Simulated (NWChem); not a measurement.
**Correlation energy of selenium dioxide (O₂Se)**

```xyz
3

O      1.3523     0.0000    -0.5852
Se     0.0000     0.0000     0.2754
O     -1.3523     0.0000    -0.5852
```
Charge 0, spin multiplicity 1.

Everything below was run with NWChem. All single points use one geometry, from PBE0/def2-SVP, a minimum by its harmonic frequencies.

Basis set: def2-SVP. Each correlation energy counts from its own Hartree-Fock reference.

The Hamiltonian is non-relativistic. The correlated methods keep 11 core orbitals frozen. Coupled-cluster values serve here as a point of comparison, not as the truth.

```csv
method,correlation energy (mHa)
SCS-MP2,[?]
CCSD+T(CCSD),-659.3
CCSD,[?]
CR-CCSD[T],-650.3
MP2,-648.0
CR-CCSD(T),-647.0
CCSD(T),-654.6
```

Some entries are withheld; supply them.


- SCS-MP2, correlation energy (mHa): -610.5
- CCSD, correlation energy (mHa): -626.8
